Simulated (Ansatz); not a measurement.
Start from `BC(C)([SiH3])C#N` and change one atom or group to get `BC(C)(F)[SiH3]`.

Ansatz, PBE0-D4/def2-TZVP geometries, multiplicity 1. 

| property | `BC(C)([SiH3])C#N` |
| --- | --- |
| HOMO energy (PBE0/def2-TZVPP) / eV | -8.44 |
| HOMO–LUMO gap (ωB97M-V/def2-TZVPP) / eV | 10.43 |
| LUMO energy (ωB97M-V/def2-TZVPP) / eV | -0.19 |
| HOMO–LUMO gap (PBE/def2-TZVPP) / eV | 4.20 |
| ideal-gas entropy at 298 K and 1 bar (rigid rotor, harmonic PBE0-D4/def2-TZVP) / J/(mol·K) | 371 |
| size of the dipole moment (ωB97M-V/def2-TZVPP) / D | 3.94 |

Q: Give the same properties after the change, and the shifts. (Best estimate.)

A: The calculation gave: 
| property | `BC(C)(F)[SiH3]` | shift |
| --- | --- | --- |
| HOMO energy (PBE0/def2-TZVPP) / eV | -7.84 | 0.60 |
| HOMO–LUMO gap (ωB97M-V/def2-TZVPP) / eV | 10.58 | 0.15 |
| LUMO energy (ωB97M-V/def2-TZVPP) / eV | 0.52 | 0.71 |
| HOMO–LUMO gap (PBE/def2-TZVPP) / eV | 4.28 | 0.08 |
| ideal-gas entropy at 298 K and 1 bar (rigid rotor, harmonic PBE0-D4/def2-TZVP) / J/(mol·K) | 347 | -24 |
| size of the dipole moment (ωB97M-V/def2-TZVPP) / D | 1.73 | -2.21 |

With PBE0 the HOMO rises by 0.60 eV and the LUMO rises by 0.76 eV, so the gap widens by about 0.16 eV. PBE moves the HOMO by 0.70 eV and ωB97M-V by 0.57 eV. The zero-point energy changes by -18.8 kJ/mol with -3 modes. Dipoles are sizes alone; their direction can turn.
